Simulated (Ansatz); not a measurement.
Stepwise reaction of `[OH][Ge]([OH])([Cl])[Cl]` with hydrogen fluoride, as a gas-phase model of exchange steps in deposition or etching. ΔE in kJ/mol; ΔG adds harmonic PBE0-D4 terms to CCSD(T)/CBS, at 1 bar.

Program: Ansatz. Geometries: PBE0-D4/def2-TZVP. ΔE: electronic, gas phase. CBS: MP2 limit from def2 TZ/QZ plus the TZ coupled-cluster correction, frozen cores. This one scheme is used for every species. Functionals use def2-TZVPP. B3LYP here is the variant with VWN-RPA as its local correlation; programs differ in this. For Ge outer-core shells are correlated without core-valence functions, which leaves a few kJ/mol of doubt a bond. Scalar relativity is left out up to krypton. Each species was taken in one conformer, which may not be the lowest.

```
step                                                            reaction  PBE-D4  B3LYP-D4  ωB97M-V  CCSD(T)/CBS  ΔG(500 K)
   1  `[OH][Ge]([OH])([Cl])[Cl]` + H–F → `[OH][Ge]([F])([Cl])[Cl]` + H₂O   -21.6     -22.8    -23.1        -18.5      -19.8
   2    `[OH][Ge]([F])([Cl])[Cl]` + H–F → `[F][Ge]([F])([Cl])[Cl]` + H₂O   -18.5     -19.4    -19.5        -15.3      -11.1
```

Q: By hand: ΔE of the 2 steps together at CCSD(T)/CBS.

A: (-18.5) + (-15.3) = -33.8 kJ/mol, or -16.9 kJ/mol a step.

In ΔE the steps differ by no more than 3.2 kJ/mol. All are downhill at CCSD(T)/CBS. ΔG lies between -19.8 and -11.1 kJ/mol a step. PBE-D4 differs from CCSD(T)/CBS by -3.2 to -3.1 kJ/mol a step. Isolated molecules leave out the surface, adducts and barriers. Largest T1 diagnostic: 0.011.
